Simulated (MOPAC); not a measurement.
MOPAC input (PM7):

```
PM7 FORCE THERMO(298,298) PRECISE LET GEO-OK AUX(PRECISION=9) THREADS=1
C2H6O3Si

C     2.37786242 1   -0.54596249 1   -0.23020728 1
C     1.36231620 1   -0.23758987 1    0.57712068 1
Si   -0.36285480 1    0.07166374 1    0.03401891 1
O    -0.53449561 1    0.52042155 1   -1.48954526 1
O    -1.16442266 1   -1.28461608 1    0.19812255 1
O    -0.85129835 1    1.21287510 1    1.02289689 1
H     2.33391395 1   -0.65528530 1   -1.30632487 1
H     3.38078255 1   -0.72978369 1    0.13971452 1
H     1.50820759 1   -0.15493788 1    1.66930917 1
H    -0.03966374 1    1.16133844 1   -1.99297981 1
H    -1.93725591 1   -1.56770636 1   -0.29990788 1
H    -1.71437655 1    1.62652701 1    1.07175654 1
```

From the output:

```
     H   12   0.004230   0.004803   0.006397   0.028333   0.035502   4.308004

          HEAT OF FORMATION =    -212.876490 KCALS/MOLE

          ZERO POINT ENERGY      46.661 KCAL/MOL

           NORMAL COORDINATE ANALYSIS (Total motion = 1 Angstrom)

   Root No.       1         2         3         4         5         6         7         8

                 1 A       2 A       3 A       4 A       5 A       6 A       7 A       8 A

                  18.9     139.2     152.2     176.3     229.7     260.8     296.4     310.9

           1   -0.0005    0.0062   -0.0012    0.0095    0.0149   -0.0313   -0.0394   -0.0332
           2    0.0028   -0.0395    0.0619    0.0240    0.0123   -0.0316   -0.0193   -0.0146
           3    0.0893    0.0134    0.0025    0.0175   -0.0170   -0.0010   -0.0046    0.0018
           4   -0.0005    0.0056   -0.0006    0.0098    0.0148   -0.0308   -0.0377   -0.0313
           5   -0.0006    0.0048   -0.0017   -0.0081   -0.0053    0.0193   -0.0171   -0.0291
           6   -0.0696    0.0344    0.0157    0.0304   -0.0206   -0.0025    0.0055   -0.0030
           7    0.0003   -0.0073    0.0120    0.0051    0.0042   -0.0174   -0.0035   -0.0030
           8   -0.0009    0.0128   -0.0127   -0.0072   -0.0006    0.0144   -0.0301   -0.0414
           9   -0.0124   -0.0059   -0.0016   -0.0110    0.0266    0.0028    0.0340   -0.0248
          10    0.0168    0.0595   -0.0298   -0.0178   -0.0131   -0.0208    0.0669    0.0155
          11    0.0044    0.0382   -0.0442   -0.0088   -0.0199   -0.0052   -0.0216    0.0104
          12   -0.0207   -0.0251   -0.0246    0.0124    0.0002   -0.0309   -0.0385    0.0737
          13   -0.0446   -0.0544   -0.0165   -0.0324   -0.0100    0.0573    0.0312   -0.0201
          14   -0.0148   -0.0347   -0.0265   -0.0258    0.0302   -0.0263    0.0204    0.0632
          15    0.0020    0.0134    0.0067    0.0020    0.0207   -0.0110    0.0171   -0.0379
          16    0.0275   -0.0114    0.0343    0.0056   -0.0263    0.0187   -0.0139    0.0508
          17    0.0097    0.0062    0.0413    0.0278   -0.0158    0.0252    0.0739    0.0178
          18    0.0192   -0.0121    0.0048   -0.0292   -0.0136    0.0411   -0.0311    0.0145
          19    0.0017   -0.0230    0.0383    0.0327    0.0279   -0.0638   -0.0417   -0.0228
          20    0.0052   -0.0620    0.0916    0.0426    0.0233   -0.0560   -0.0214   -0.0064
          21    0.2728   -0.0425   -0.0243   -0.0575    0.0787    0.0075    0.0340   -0.0217
          22   -0.0018    0.0377   -0.0457   -0.0146    0.0014    0.0064   -0.0372   -0.0441
          23    0.0032   -0.0592    0.0904    0.0404    0.0201   -0.0559   -0.0216   -0.0076
          24    0.0468    0.0527    0.0204    0.0791   -0.1094   -0.0091   -0.0554    0.0313
          25   -0.0017    0.0337   -0.0373   -0.0074    0.0084   -0.0082   -0.0496   -0.0504
          26   -0.0028    0.0203   -0.0208   -0.0156   -0.0087    0.0300   -0.0257   -0.0405
          27   -0.2527    0.0935    0.0457    0.1037   -0.1151   -0.0112   -0.0341    0.0218
          28    0.0254   -0.0274   -0.1794    0.3412    0.1179    0.1092    0.0634    0.0437
          29    0.0079    0.0388   -0.1071    0.0760   -0.0175   -0.0003   -0.0475    0.1094
          30   -0.0261    0.0355    0.0693   -0.2205   -0.0893   -0.1194   -0.0401    0.0727
          31   -0.0463    0.2254    0.1310   -0.0565    0.2228    0.2480   -0.1763    0.1951
          32   -0.0198   -0.0919   -0.0575   -0.0258    0.0060   -0.0703    0.0701    0.0787
          33    0.0143   -0.0190   -0.0113    0.0190   -0.0552   -0.0270    0.0281   -0.1871
          34    0.0318   -0.0828   -0.0286    0.0417   -0.0663    0.0584   -0.0778   -0.0025
          35    0.0145    0.0561    0.1068    0.0022   -0.0022   -0.0015    0.1658    0.0888
          36    0.0457   -0.1458   -0.0650    0.0484   -0.1160    0.1346   -0.0574   -0.0101

   Root No.       9        10        11        12        13        14        15        16

                 9 A      10 A      11 A      12 A      13 A      14 A      15 A      16 A

                 355.7     403.5     541.0     645.6     714.5     763.4     775.8     957.0

           1    0.0034   -0.0554    0.0023    0.0380    0.0135   -0.0058   -0.0050    0.0034
           2   -0.0001   -0.0429    0.0007    0.0238    0.0104   -0.0038   -0.0036    0.0102
           3   -0.0011    0.0009    0.0140   -0.0000   -0.0003   -0.0007    0.0004    0.0002
           4    0.0033   -0.0533    0.0020    0.0322    0.0113   -0.0046   -0.0038    0.0035
           5   -0.0067    0.0786    0.0000    0.1222    0.0344   -0.0163   -0.0180    0.0062
           6    0.0051   -0.0018   -0.0915   -0.0001    0.0029    0.0009   -0.0018    0.0047
           7    0.0058    0.0641   -0.0013   -0.0321   -0.0329   -0.0110   -0.0257    0.0267
           8   -0.0079    0.0139   -0.0021   -0.0308   -0.0314    0.0272    0.0363   -0.0435
           9    0.0085    0.0001    0.0152   -0.0021   -0.0004   -0.0494    0.0170   -0.0082
          10    0.0240   -0.0289    0.0038    0.0287   -0.0250    0.0098    0.0109   -0.0325
          11   -0.0104   -0.0304   -0.0087   -0.0676    0.0560   -0.0578   -0.0447    0.0308
          12   -0.0054    0.0182   -0.0023    0.0197   -0.0157   -0.0067    0.0028   -0.0362
          13   -0.0274   -0.0293    0.0100   -0.0083    0.0147    0.0231   -0.0017    0.0064
          14    0.0173    0.0088    0.0132   -0.0052   -0.0096   -0.0088    0.0180    0.0224
          15    0.0182    0.0279    0.0220   -0.0343    0.0662    0.0934   -0.0104    0.0207
          16   -0.0297    0.0342   -0.0169   -0.0245    0.0504   -0.0049    0.0432   -0.0233
          17    0.0270   -0.0140   -0.0004    0.0092   -0.0394    0.0100   -0.0409    0.0030
          18   -0.0572   -0.0424    0.0029    0.0156   -0.0444    0.0090   -0.0452    0.0121
          19    0.0078   -0.1411    0.0012   -0.0720   -0.0263    0.0152    0.0199   -0.0495
          20    0.0033   -0.1105   -0.0009   -0.0616   -0.0191    0.0124    0.0163   -0.0352
          21    0.0035   -0.0036   -0.2589    0.0041    0.0090    0.0212   -0.0206   -0.0260
          22   -0.0018    0.0473    0.0032    0.1642    0.0556   -0.0300   -0.0353    0.0694
          23    0.0029   -0.1096    0.0038   -0.0630   -0.0208    0.0134    0.0182   -0.0391
          24   -0.0109    0.0080    0.3858   -0.0070   -0.0126   -0.0204    0.0182    0.0078
          25   -0.0022   -0.0249    0.0025    0.0646    0.0218    0.0020    0.0086   -0.0572
          26   -0.0095    0.0864    0.0013    0.1219    0.0312   -0.0076   -0.0052   -0.0365
          27   -0.0015    0.0032    0.0553   -0.0027    0.0041    0.0112   -0.0148   -0.0446
          28   -0.1098    0.0001    0.0051    0.0284   -0.0235    0.0038    0.0045   -0.0240
          29   -0.0460   -0.0712   -0.0416    0.0814   -0.0963    0.2916    0.1857    0.2953
          30    0.0801   -0.0103   -0.0114    0.0606   -0.0632    0.0944    0.0730    0.0527
          31    0.1517   -0.0295    0.0438   -0.0218   -0.0140   -0.0254    0.0295    0.0417
          32    0.0053    0.0010    0.0194    0.0036    0.1339    0.1620   -0.1179   -0.1029
          33   -0.0531    0.0456   -0.0094   -0.0498   -0.1626   -0.1753    0.2000    0.1901
          34    0.2375    0.0360   -0.0246   -0.0414   -0.0274    0.0200   -0.0376   -0.0247
          35   -0.1920   -0.0441    0.0022    0.0466    0.2004   -0.0909    0.2212    0.0427
          36    0.4032   -0.0952   -0.0206    0.0388    0.1094   -0.0772    0.1272    0.0429

   Root No.      17        18        19        20        21        22        23        24

                17 A      18 A      19 A      20 A      21 A      22 A      23 A      24 A

                 959.6     975.8    1002.5    1031.9    1093.5    1243.2    1391.3    1790.8

           1   -0.0010   -0.0043   -0.0026    0.0035   -0.0002   -0.0232   -0.0280   -0.2679
           2   -0.0030   -0.0082   -0.0059    0.0518   -0.0018    0.0540   -0.0008   -0.0009
           3    0.0026   -0.0031    0.0057   -0.0012   -0.0994   -0.0005    0.0002   -0.0001
           4   -0.0011   -0.0039   -0.0023    0.0057   -0.0003   -0.0236   -0.0334    0.2798
           5   -0.0015   -0.0031    0.0005   -0.0395    0.0015   -0.0637   -0.0060    0.0148
           6   -0.0389    0.0304   -0.0314   -0.0012    0.0340    0.0004    0.0002   -0.0003
           7    0.0142    0.0337    0.0193   -0.0001    0.0004    0.0065   -0.0006   -0.0025
           8    0.0023    0.0140    0.0036    0.0182   -0.0009   -0.0046    0.0014   -0.0015
           9   -0.0237   -0.0091    0.0486    0.0027    0.0023   -0.0002   -0.0000   -0.0001
          10    0.0062    0.0002   -0.0190    0.0050   -0.0012   -0.0017    0.0007    0.0006
          11   -0.0054   -0.0056    0.0076   -0.0054    0.0009    0.0012   -0.0002    0.0003
          12    0.0103    0.0031   -0.0264    0.0047   -0.0017   -0.0011    0.0003   -0.0001
          13    0.0025   -0.0070   -0.0115   -0.0017   -0.0003   -0.0000    0.0002   -0.0003
          14    0.0089   -0.0175   -0.0295   -0.0066   -0.0011    0.0017    0.0000   -0.0012
          15    0.0135   -0.0097   -0.0375   -0.0055   -0.0017   -0.0001    0.0001   -0.0006
          16   -0.0300   -0.0393    0.0039    0.0005    0.0009   -0.0018    0.0008   -0.0022
          17   -0.0070   -0.0127   -0.0043   -0.0034    0.0002    0.0016    0.0001   -0.0013
          18    0.0135    0.0172   -0.0063   -0.0010   -0.0006    0.0009   -0.0003    0.0009
          19    0.0092    0.0221    0.0186   -0.2156    0.0057   -0.1554    0.3587   -0.0790
          20    0.0060    0.0131    0.0121   -0.1434    0.0049   -0.0604    0.2850    0.1470
          21    0.1542   -0.1021    0.0712    0.0100    0.3960    0.0012   -0.0047   -0.0005
          22   -0.0100   -0.0314   -0.0213    0.2358   -0.0012    0.1007    0.3697   -0.0500
          23    0.0032    0.0134    0.0085   -0.1285    0.0048   -0.0494   -0.2566   -0.1189
          24   -0.0728    0.0482   -0.0382    0.0038    0.4114    0.0004    0.0006    0.0014
          25   -0.0011    0.0042    0.0062   -0.1829    0.0026    0.4858   -0.0051    0.0883
          26    0.0024    0.0028    0.0087   -0.1494    0.0024    0.2717    0.0176   -0.1116
          27    0.2827   -0.2073    0.1875    0.0122   -0.0252   -0.0017   -0.0010    0.0015
          28    0.0128    0.0075   -0.0200    0.0052   -0.0000    0.0020   -0.0021   -0.0016
          29   -0.0898   -0.0171    0.2300   -0.0304    0.0168    0.0110   -0.0045   -0.0023
          30   -0.0236   -0.0033    0.0572   -0.0059    0.0020    0.0019    0.0005    0.0000
          31    0.0245   -0.0136   -0.0434   -0.0066   -0.0039    0.0007   -0.0009   -0.0006
          32   -0.0282    0.0700    0.1112    0.0256    0.0019   -0.0032    0.0012    0.0002
          33    0.0540   -0.1410   -0.2251   -0.0485   -0.0041    0.0051   -0.0005   -0.0006
          34   -0.0689   -0.0990    0.0021   -0.0042    0.0020   -0.0014    0.0007   -0.0005
          35    0.1501    0.2306    0.0102    0.0146   -0.0020    0.0038   -0.0002   -0.0010
          36    0.1052    0.1659    0.0133    0.0097   -0.0002    0.0041   -0.0014    0.0020

   Root No.      25        26        27        28        29        30

                25 A      26 A      27 A      28 A      29 A      30 A

                2686.9    2713.1    2735.4    2739.3    2759.8    2775.6

           1   -0.0022    0.0010    0.0015    0.0013   -0.0064   -0.0345
           2    0.0287   -0.0362    0.0004    0.0005    0.0003    0.0002
           3   -0.0002    0.0002   -0.0000   -0.0001    0.0001    0.0002
           4    0.0202    0.0149    0.0003    0.0001   -0.0011   -0.0013
           5   -0.0227   -0.0236   -0.0004   -0.0003    0.0015    0.0007
           6    0.0002    0.0002    0.0002    0.0001   -0.0000   -0.0000
           7   -0.0005   -0.0003   -0.0018   -0.0022   -0.0011   -0.0001
```
